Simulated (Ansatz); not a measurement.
C4H10BeO, singlet, geometry from GFN2-xTB (such geometries of metal compounds can be far from the true shape); HF/pcseg-0 in Ansatz (a first-principles code).

Ansatz was given this input:
Ansatz 0.2 input:
```yaml
crystal:
  periodic: [false, false, false]
  atoms:
    - {symbol: Be, position_ang: [-0.14173988, 0.31926449, -0.36026699]}
    - {symbol: C, position_ang: [-0.60823085, -1.05998484, 0.61097823]}
    - {symbol: C, position_ang: [-0.62019768, -0.74695200, 2.11540918]}
    - {symbol: C, position_ang: [0.30011176, -2.27882221, 0.38579721]}
    - {symbol: H, position_ang: [-1.62197476, -1.41389881, 0.38501714]}
    - {symbol: H, position_ang: [-0.91813663, -1.62672928, 2.69033506]}
    - {symbol: H, position_ang: [0.36611131, -0.44345753, 2.45978378]}
    - {symbol: H, position_ang: [-1.31775729, 0.05617175, 2.34182802]}
    - {symbol: H, position_ang: [0.27543996, -2.59766120, -0.65371438]}
    - {symbol: H, position_ang: [-0.02079821, -3.11908686, 1.00567511]}
    - {symbol: H, position_ang: [1.33208047, -2.05078777, 0.64369952]}
    - {symbol: O, position_ang: [0.24722095, 1.39839862, -1.10352084]}
    - {symbol: C, position_ang: [0.63803794, 2.48347573, -1.85110407]}
    - {symbol: H, position_ang: [0.01740273, 3.35248085, -1.60837110]}
    - {symbol: H, position_ang: [1.68470248, 2.72879986, -1.64265404]}
    - {symbol: H, position_ang: [0.53379466, 2.26362180, -2.91884775]}
basis:
  gaussian:
    orbitals: pcseg-0.json
hamiltonian:
  xc: hf
```
The basis file holds pcseg-0 in the JSON format of the Basis Set Exchange.

Q: Predict the main parts of the log of this Ansatz run.

A: 
```
Functional definition: HF
955 factors; integrals over basis functions are off by at most 5.4e-4 eV
mean field evaluation 1: about -6694.3522 eV, gradient 3.7e1 eV
mean field evaluation 2: about -6694.6089 eV, gradient 3.7e1 eV
mean field evaluation 4: about -6697.8783 eV, gradient 3.6e0 eV
mean field evaluation 8: about -6697.9199 eV, gradient 1.8e-1 eV
mean field -6697.92016481 eV, -246.1440260435 hartree, gradient 3.9e-5 eV, S^2 0.000000; 0 other end points of the search recorded, 0 dependent functions left out
reference -6697.92016481 eV, -246.1440260435 hartree; 23, 23 occupied and 48, 48 virtual orbitals, 955 factors
Total energy: -6697.92016481 eV, -246.1440260435 hartree
```
